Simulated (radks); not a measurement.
The numbers below are computed, except where a source is named.
Ionisation of the technetium ion Tc+, [Kr] 4d5 5s1, to [Kr] 4d5 as the strength of local exchange is varied. Level of theory: Dirac Kohn-Sham, Slater X-alpha exchange (alpha = 2/3 is LDA exchange), no correlation, spin-unpolarised, spherical densities, point nucleus; open shells fill j = l - 1/2 first (a radial shooting solver on a logarithmic mesh with Libxc functionals).

alpha = 0.555: E(Tc+) (hartree) -4257.66785; exchange (hartree) -99.33428; IE (eV) 13.395; -e of the level emptied (eV) 9.950 (5s1/2); <r> of it (bohr) 3.133
alpha = 0.625: E(Tc+) (hartree) -4270.21445; exchange (hartree) -112.18336; IE (eV) 13.862; -e of the level emptied (eV) 10.401 (5s1/2); <r> of it (bohr) 3.086
alpha = 0.667: E(Tc+) (hartree) -4277.75963; exchange (hartree) -119.92713; IE (eV) 14.145; -e of the level emptied (eV) 10.677 (5s1/2); <r> of it (bohr) 3.058
alpha = 0.718: E(Tc+) (hartree) -4286.93898; exchange (hartree) -129.36482; IE (eV) 14.492; -e of the level emptied (eV) 11.015 (5s1/2); <r> of it (bohr) 3.026
alpha = 0.825: E(Tc+) (hartree) -4306.25942; exchange (hartree) -149.28849; IE (eV) 15.231; -e of the level emptied (eV) 11.742 (5s1/2); <r> of it (bohr) 2.959
alpha = 0.9: E(Tc+) (hartree) -4319.85164; exchange (hartree) -163.35283; IE (eV) 15.759; -e of the level emptied (eV) 12.264 (5s1/2); <r> of it (bohr) 2.913
alpha = 0.997: E(Tc+) (hartree) -4337.49174; exchange (hartree) -181.66365; IE (eV) 16.452; -e of the level emptied (eV) 12.954 (5s1/2); <r> of it (bohr) 2.857

NIST Atomic Spectra Database: 15.260 eV (semi-empirical). The Delta-SCF value meets it near alpha = 0.83. Spin polarisation and multiplet splitting are left out, so open shells lie too high by an amount that depends on their filling.

Beside tabulated values, note that spin-unpolarised runs miss the spin-polarisation part of the exchange energy of open shells.
